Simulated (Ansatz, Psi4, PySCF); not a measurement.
OZr (SMILES [O]=[Zr]), singlet, at a GFN2-xTB geometry (such geometries of metal compounds can be far from the true shape) (core potentials on Zr), atoms displaced at random by about 0.03 Å a coordinate. Base run: HF/def2-SVP, gradient run with PySCF.

Here is a job for PySCF.
```python
from pyscf import gto, scf

mol = gto.M(
    atom='''
Zr    0.02588839   -0.01718042   -0.29134400
O     0.00391914    0.04371030    1.48650163
''',
    basis='def2-svp',
    ecp={'Zr': 'def2-svp'},
    verbose=3,
)

mf = scf.RHF(mol)
mf.kernel()
g = mf.nuc_grad_method()
grad = g.kernel()
```

Programs used: Ansatz (a quantum-chemistry and plane-wave program), Psi4, PySCF; a row that names a program was run with it.

The coordinate followed is y of atom 2.

Each row names what was changed in the base input (with any setting that the change needs).

```tsv
change	dE/dx (Eh/bohr)	net force (Eh/bohr)
base	0.002910	0.000000
conv_tol = 1e-6	0.002910	0.000000
conv_tol = 1e-4	0.002914	0.000000
conv_tol = 1e-11	0.002910	0.000000
density fitting = on	0.002909	0.000000
finite difference step (bohr) = 0.01; conv_tol = 1e-11	0.002910	-
code = psi4	[?]	0.000000
finite difference step (bohr) = 0.2; conv_tol = 1e-11	0.002988	-
code = ansatz	0.002910	0.000000
finite difference step (bohr) = 1e-4; conv_tol = 1e-11	0.002910	-
density fitting = on; auxbasis_response = off	0.002961	0.001553
finite difference step (bohr) = 1e-3; conv_tol = 1e-11	0.002910	-
```

**Question.** Fill in the missing entries.

**Answer.** 
- code = psi4, dE/dx (Eh/bohr): 0.001172

The net force is zero for an exact gradient.
